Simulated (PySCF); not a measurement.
SZn.

```xyz
2

Zn     0.0000     0.0000    -0.7229
S      0.0000     0.0000     1.3554
```
Charge 0, spin multiplicity 1.

Geometry: B3LYP-D3(BJ)/def2-TZVP.

Computed with PBE0/pcSseg-2 (PySCF). Non-relativistic, no solvent.

Computed absolute GIAO shielding of each atom: isotropic value and principal components (ppm):
| atom | σ(iso) | σ11 | σ22 | σ33 | span |
|---|---|---|---|---|---|
| Zn1 | 3084.7 | 2527.3 | 3363.3 | 3363.3 | 836.0 |
| S2 | -1420.4 | -2663.3 | -2663.3 | 1065.2 | 3728.5 |
